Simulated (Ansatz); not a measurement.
`[CH3][SnH2][Cl]`, 8 atoms. The species carries charge 0 and has multiplicity 1. Correlated methods include outer-core shells of Sn, which these sets cover unevenly. Sn: def2 effective core potential. All runs use 2 threads of a server CPU on a shared host. Correlated methods freeze the cores.

Task: How many basis functions does each run have, and how long does it take in Ansatz? RKS ωB97X-V/def2-TZVPP energy; RHF-CCSD(T)/def2-SVP energy; RKS SPW92/def2-TZVPP energy; RKS PBE0-D4/def2-TZVPP energy; RKS PBE0-D4/def2-QZVPP energy; RKS ωB97M-V/def2-QZVPP energy; RHF-CCSD(T)/def2-TZVPP energy; RKS ωB97M-V/def2-SVP energy; RKS BLYP-D4/def2-TZVPP energy; direct RPA on PBE orbitals/def2-TZVPP energy; RHF-MP2/def2-QZVPP energy; RKS PBE0-D4/def2-TZVP relaxation (5 steps). (An estimate is asked.)

Result: The calculation gave: Other jobs shared the machine, so times are rough.

| level | job | functions | wall time | peak host memory (GiB) |
| --- | --- | --- | --- | --- |
| RKS SPW92/def2-TZVPP | energy | 193 | 0.9 s | 0.24 |
| RKS BLYP-D4/def2-TZVPP | energy | 193 | 1.9 s | 0.24 |
| RKS PBE0-D4/def2-TZVPP | energy | 193 | 2.1 s | 0.43 |
| RKS ωB97M-V/def2-SVP | energy | 83 | 3 s | 0.27 |
| RHF-CCSD(T)/def2-SVP | energy | 83 | 3.4 s | 0.31 |
| direct RPA on PBE orbitals/def2-TZVPP | energy | 193 | 3.5 s | 0.42 |
| RKS PBE0-D4/def2-QZVPP | energy | 359 | 4.9 s | 1 |
| RKS ωB97X-V/def2-TZVPP | energy | 193 | 6 s | 0.52 |
| RKS ωB97M-V/def2-QZVPP | energy | 359 | 11 s | 1.2 |
| RHF-MP2/def2-QZVPP | energy | 359 | 12 s | 1.4 |
| RKS PBE0-D4/def2-TZVP | relaxation (5 steps) | 148 | 13 s | 0.37 |
| RHF-CCSD(T)/def2-TZVPP | energy | 193 | 31 s | 2.5 |
